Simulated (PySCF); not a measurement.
CH4AlO, SMILES [CH3][Al][OH], multiplicity 2. Geometry: PBE0-D3(BJ)/def2-TZVP. The multiplicity is an assumed one; other spin states were not compared. The isomer is the one that the SMILES or the coordinates give; other isomers of the formula were not compared. The values are those of a single conformer.

Computed equilibrium geometry at PBE0-D3(BJ)/def2-TZVP (PySCF confirms it by a frequency run) as Cartesian coordinates in Å, and its point group (one conformer of several):
point group Cs.
```xyz
7

Al     0.5727    -0.1253     0.0000
C     -0.3060     1.6324     0.0000
H     -0.9461     1.7121     0.8844
H     -0.9461     1.7121    -0.8844
H      0.3987     2.4650     0.0000
O     -0.4903    -1.4607     0.0000
H     -0.1931    -2.3693     0.0000
```
Charge 0, spin multiplicity 2.
